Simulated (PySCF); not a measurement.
# Deuteron quadrupole couplings in `C[SiH2]C[C@@H]1C=C[Si@H]1F`

Species: C5H11FSi2.
Z-matrix (Å and degrees, GFN2-xTB geometry), rows numbered from 1:
```
C 
Si  1  1.8981
C   2  1.9019  1  109.16
C   3  1.5246  2  112.96  1   179.87
C   4  1.5121  3  114.04  2   176.54
C   5  1.3370  4  105.73  3  -121.71
Si  6  1.8837  5   94.08  4     0.90
F   7  1.6191  4  115.54  3  -130.78
H   1  1.0861  2  111.58  3    60.55
H   1  1.0861  2  111.66  3   -59.85
H   1  1.0852  2  110.79  3  -179.67
H   2  1.4695  1  109.77  3  -120.00
H   2  1.4698  1  109.61  3   119.95
H   3  1.0945  2  109.53  1    58.33
H   3  1.0930  2  110.25  1   -58.27
H   4  1.0939  3  108.83  2   -58.67
H   5  1.0794  4  125.05  3    57.42
H   6  1.0779  5  127.28  4  -179.71
H   7  1.4483  4  122.64  3    -3.08
```

Level: PBE0/pcSseg-1 (PySCF, non-relativistic); Q(2H) = 0.00286 b; rigid geometry, the same for H and D, with no vibrational averaging.

Question: Rank these positions by the coupling χzz of a deuteron there, largest first.
A. H9 (methyl hydrogen)
B. H16 (methine hydrogen)
C. H19 (Si–H hydrogen)
D. H17 (vinylic hydrogen)
E. H18 (vinylic hydrogen)
F. H12 (Si–H hydrogen)

Answer: E (228 kHz), D (223 kHz), A (219 kHz), B (205 kHz), C (115 kHz), F (107 kHz).

Question: Give the electric field gradient Vzz (the principal value of largest size), its asymmetry and the 2H coupling at each hydrogen.

Answer: 
```csv
atom,bonded to,bond length (Å),Vzz (au),η,χzz (kHz)
H9,C1,1.086,0.3256,0.01,219
H10,C1,1.086,0.3256,0.01,219
H11,C1,1.085,0.3272,0.01,220
H12,Si2,1.469,0.1586,0.02,107
H13,Si2,1.470,0.1585,0.01,107
H14,C3,1.094,0.3070,0.03,206
H15,C3,1.093,0.3076,0.04,207
H16,C4,1.094,0.3051,0.05,205
H17,C5,1.079,0.3322,0.01,223
H18,C6,1.078,0.3397,0.01,228
H19,Si7,1.448,0.1707,0.01,115
```

Question: Average by the element that carries the hydrogen.

Answer: on C: 216 kHz over 8 positions, mean bond length 1.087 Å; on Si: 109 kHz over 3 positions, mean bond length 1.463 Å.

Question: How does χzz go with the bond length over the 8 C–H bonds?

Answer: A straight-line fit has a slope of -13.4 kHz for each 0.01 Å, with a correlation coefficient of -0.98, over lengths from 1.078 to 1.094 Å. The longer bonds have the smaller couplings here.

The structure is a single GFN2-xTB conformer in the gas phase; no vibrational or solvent corrections. GFN2-xTB bond lengths can be off by several hundredths of an ångström, more for odd bonds, and the gradients follow them. The basis is small and wasn't made for field gradients, so the couplings can be 20 % off.
